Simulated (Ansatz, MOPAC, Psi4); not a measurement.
Molecule: C2H2O, charge 0, multiplicity 1. SMILES: C#CO
Geometry from a B3LYP-D3(BJ)/def2-TZVP (Ansatz, a first-principles code) optimisation:
```xyz
5

C      1.3080    -0.1153    -0.1364
C      0.1216    -0.0059    -0.0156
O     -1.1689     0.1846     0.0722
H      2.3584    -0.2191    -0.2392
H     -1.5848    -0.5301     0.5735
```
Charge 0, spin multiplicity 1.

Wanted: size of the dipole moment, in D. Set-up: 6-311+G** with 5d; PM7 with its own dispersion and hydrogen-bond terms; 6-31G* and kin with 6d, 5d where marked; non-relativistic; spin-orbit terms left out; dispersion terms only where a functional's name holds one. Ab initio and DFT rows: single points at B3LYP-D3(BJ) geometries (Ansatz). Semi-empirical rows: dipoles at the shared geometry.

```
level              program  size of the dipole moment (D)
-----------------  -------  -----------------------------
PM3                  MOPAC                           1.41
PM7                  MOPAC                           1.64
MNDO                 MOPAC                           1.48
PBE/STO-3G          Ansatz                           1.73
PBE/6-311+G**       Ansatz                           1.80
BLYP/6-31G*         Ansatz                           1.81
B3LYP/6-31G*        Ansatz                           1.81
B3LYP/def2-SVP      Ansatz                           1.82
PBE0/6-311+G**      Ansatz                           1.79
wB97X-D/6-311+G**     Psi4                           1.79
```

No value to compare with is used here. The 10 habitual levels span 1.41 (PM3) to 1.82 D (B3LYP/def2-SVP).

The levels are drawn from those run, B3LYP/6-31G* more often than the rest, none by its result; left out are runs that failed, that the program found above a lower state of the same kind, or whose <S^2> lies over 0.5 above the pure value.
